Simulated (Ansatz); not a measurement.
One change: `C[CH]([AlH2])[GeH3]` becomes `C[CH2][AlH2]`.

Ansatz, PBE0-D4/def2-TZVP geometries, multiplicity 1. 

Scalar relativity is left out up to krypton.

```tsv
property	`C[CH]([AlH2])[GeH3]`
LUMO energy (ωB97M-V/def2-TZVPP) / eV	0.10
HOMO energy (PBE/def2-TZVPP) / eV	-6.31
HOMO energy (PBE0/def2-TZVPP) / eV	-7.48
HOMO energy (B3LYP/def2-TZVPP) / eV	-7.28
size of the dipole moment (PBE/def2-TZVPP) / D	1.08
size of the dipole moment (ωB97M-V/def2-TZVPP) / D	1.03
```

(1) Give the same properties after the change, and the shifts. (Best estimate.)

## Answers

(1) Computed: 
| property | `C[CH2][AlH2]` | shift |
| --- | --- | --- |
| LUMO energy (ωB97M-V/def2-TZVPP) / eV | 0.26 | 0.16 |
| HOMO energy (PBE/def2-TZVPP) / eV | -6.30 | 0.01 |
| HOMO energy (PBE0/def2-TZVPP) / eV | -7.54 | -0.06 |
| HOMO energy (B3LYP/def2-TZVPP) / eV | -7.34 | -0.06 |
| size of the dipole moment (PBE/def2-TZVPP) / D | 0.83 | -0.25 |
| size of the dipole moment (ωB97M-V/def2-TZVPP) / D | 0.76 | -0.27 |

With PBE0 the HOMO falls by 0.06 eV and the LUMO rises by 0.17 eV, so the gap widens by about 0.23 eV. PBE moves the HOMO by 0.01 eV and ωB97M-V by -0.13 eV. Dipoles are sizes alone; their direction can turn.

B3LYP here is the variant with VWN-RPA as its local correlation; programs differ in this.
